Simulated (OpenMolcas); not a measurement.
Computed levels of 3d4 in ions with 22 electrons, in cm-1 above 5D0.

| Quantity | Value |
| --- | --- |
| Program | OpenMolcas 26.06 |
| Method | CASSCF |
| Basis | ANO-RCC-VTZP |
| Scalar Hamiltonian | DKH2, point nucleus |
| Spin-orbit coupling | state interaction with AMFI integrals over the reference wave functions, term energies averaged over their components |

Active space for each ion: 4 electrons in 10 orbitals (3d 4d).

| Level | Cr2+ | Mn3+ | Fe4+ | Ni6+ | Cu7+ |
| --- | --- | --- | --- | --- | --- |
| 5D1 | 66.3 | 102 | 153 | 290 | 389 |
| 5D2 | 197 | 303 | 450 | 843 | 1121 |
| 5D3 | 388 | 595 | 878 | 1621 | 2138 |
| 5D4 | 636 | 969 | 1422 | 2588 | 3384 |
| 3H4 | 19164 | 22821 | 26397 | 32947 | 36107 |
| 3H5 | 19311 | 23047 | 26735 | 33597 | 36987 |
| 3H6 | 19479 | 23301 | 27109 | 34280 | 37884 |
| 3P0(1) | 20674 | 24497 | 28126 | 34491 | 37397 |
| 3P1(1) | 21061 | 25097 | 29022 | 36179 | 39640 |

**Question.** Estimate 5D4, 3H4, 3H5 for Co5+ from its neighbours Fe4+ and Ni6+.

**Answer.** 5D4 is fine structure, which grows about as the fourth power of a screened charge, so the fourth roots are averaged: ((1422^0.25 + 2588^0.25) / 2)^4 = 1940. The calculation gives 1989, so the estimate is off by -2.5 %; the measured value is 1782 (Sugar and Corliss, J. Phys. Chem. Ref. Data 10, 1097 (1981)).
3H4 is another term, which grows about linearly with the charge: (26397 + 32947) / 2 = 29672. The calculation gives 30361, so the estimate is off by -2.3 %; the measured value is 28377 (Sugar and Corliss, J. Phys. Chem. Ref. Data 10, 1097 (1981)).
3H5 is another term, which grows about linearly with the charge: (26735 + 33597) / 2 = 30166. The calculation gives 30843, so the estimate is off by -2.2 %; the measured value is 28806 (Sugar and Corliss, J. Phys. Chem. Ref. Data 10, 1097 (1981)).

Without dynamic correlation excited terms often stand tens of per cent too high (terms of higher spin than the ground term too low), and those without a measured partner can miss by more than the paired ones. Active for correlation alone: 4d; no level in the range computed is led by a configuration that fills it, so any true level of that kind is missing. Measured partners are found by configuration, term and J. A level has none where our copy of the source lacks it or the pairing is in doubt (some pairs that miss far off the trend of their configuration count as doubtful), and it then counts in no deviation. Only configurations of the active space appear.

A number in round brackets counts repeated terms of one configuration in the order of the reference energies.
